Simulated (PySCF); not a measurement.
A series of related molecules.

All values: PBE0/pcSseg-1 (PySCF) at GFN2-xTB geometries, gas phase, one conformer each.

Question: Rank by HOMO energy, lowest first.
A. `CCC#C[Si@@H](O)SCC=O`
B. `CS[Si@H](O)C#CC(C)=O`
C. `CCC#C[Si@H](O)OC`
D. `CCC#C[Si@H](O)SC`

Answer: C (-7.76 eV), B (-7.13 eV), A (-6.97 eV), D (-6.73 eV).

Question: Rank by the highest Hirshfeld charge on any atom, lowest value first.
A. `C(C)C#C[Si@@H](SC)S`
B. `CCC#C[Si@H](O)OC`
C. `CS[Si@H](C#CCC)O`
D. `CS[Si@H](O)C#CC(=O)C`

Answer: A (+0.315 e), C (+0.397 e), D (+0.409 e), B (+0.468 e).

All values together:

| SMILES | change | formula | μ (D) | HOMO (eV) | LUMO (eV) | lowest IAO charge (e) | highest IAO charge (e) | lowest Hirshfeld charge (e) | highest Hirshfeld charge (e) |
| --- | --- | --- | --- | --- | --- | --- | --- | --- | --- |
| CCC#C[Si@H](O)SC | parent | C5H10OSSi | 2.94 | -6.73 | -0.38 | -0.781 (O) | +1.094 (Si) | -0.300 (O) | +0.397 (Si) |
| CC/C=C\[Si@@H](O)SC | H2 added to a C-C multiple bond | C5H12OSSi | 1.11 | -6.65 | -0.77 | -0.787 (O) | +1.058 (Si) | -0.297 (O) | +0.388 (Si) |
| CS[Si@@H](O)C#CC[SiH3] | C replaced by Si | C4H10OSSi2 | 2.91 | -6.71 | -0.43 | -0.782 (O) | +1.094 (Si) | -0.301 (O) | +0.398 (Si) |
| CCC#C[Si@@H](O)SCC=O | H on C replaced by CHO | C6H10O2SSi | 4.93 | -6.97 | -1.39 | -0.789 (O) | +1.077 (Si) | -0.311 (O) | +0.397 (Si) |
| CS[Si@H](O)C#CC(C)=O | CH2 replaced by C=O | C5H8O2SSi | 1.87 | -7.13 | -2.04 | -0.780 (O) | +1.096 (Si) | -0.296 (O) | +0.409 (Si) |
| CCC#C[Si@H](O)OC | S replaced by O | C5H10O2Si | 2.87 | -7.76 | 0.15 | -0.790 (O) | +1.351 (Si) | -0.309 (O) | +0.468 (Si) |
| CCC#C[Si@H](S)SC | O replaced by S | C5H10S2Si | 3.44 | -6.95 | -0.66 | -0.499 (C) | +0.785 (Si) | -0.191 (C) | +0.315 (Si) |
| C[SiH2]CC#C[Si@@H](O)SC | SiH2 inserted into a C-C bond | C5H12OSSi2 | 2.85 | -6.72 | -0.40 | -0.781 (O) | +1.093 (Si) | -0.300 (O) | +0.398 (Si) |

Conformers: `[CH3:1][CH2:2][C:3]#[C:4][Si@H:5]([OH:6])[S:7][CH3:8]` with C4–Si5–O6–H -87°, C4–Si5–S7–C8 -54°; `[CH3:1][CH2:2]/[CH:3]=[CH:4]\[Si@@H:5]([OH:6])[S:7][CH3:8]` with C1–C2–C3–C4 102°, C3–C4–Si5–O6 -58°, C4–Si5–O6–H 149°, C4–Si5–S7–C8 52°; `[CH3:1][S:2][Si@@H:3]([OH:4])[C:5]#[C:6][CH2:7][SiH3:8]` with C1–S2–Si3–O4 -176°, S2–Si3–O4–H 27°; `[CH3:1][CH2:2][C:3]#[C:4][Si@@H:5]([OH:6])[S:7][CH2:8][CH:9]=[O:10]` with C4–Si5–O6–H 75°, C4–Si5–S7–C8 -41°, Si5–S7–C8–C9 -70°, S7–C8–C9–O10 32°; `[CH3:1][S:2][Si@H:3]([OH:4])[C:5]#[C:6][C:7]([CH3:8])=[O:9]` with C1–S2–Si3–O4 176°, S2–Si3–O4–H -25°; `[CH3:1][CH2:2][C:3]#[C:4][Si@H:5]([OH:6])[O:7][CH3:8]` with C4–Si5–O6–H -91°, C4–Si5–O7–C8 -54°; `[CH3:1][CH2:2][C:3]#[C:4][Si@H:5]([SH:6])[S:7][CH3:8]` with C4–Si5–S6–H -113°, C4–Si5–S7–C8 -58°; `[CH3:1][SiH2:2][CH2:3][C:4]#[C:5][Si@@H:6]([OH:7])[S:8][CH3:9]` with C1–Si2–C3–C4 60°, C5–Si6–O7–H 86°, C5–Si6–S8–C9 57°.

Question: Give the shifts from the parent, `CCC#C[Si@H](O)SC`.

Answer: 
| SMILES | change in μ (D) | change in HOMO (eV) | change in LUMO (eV) |
| --- | --- | --- | --- |
| CC/C=C\[Si@@H](O)SC | -1.83 | +0.08 | -0.39 |
| CS[Si@@H](O)C#CC[SiH3] | -0.03 | +0.02 | -0.05 |
| CCC#C[Si@@H](O)SCC=O | +1.99 | -0.24 | -1.01 |
| CS[Si@H](O)C#CC(C)=O | -1.07 | -0.40 | -1.66 |
| CCC#C[Si@H](O)OC | -0.07 | -1.03 | +0.53 |
| CCC#C[Si@H](S)SC | +0.50 | -0.22 | -0.28 |
| C[SiH2]CC#C[Si@@H](O)SC | -0.09 | +0.01 | -0.02 |
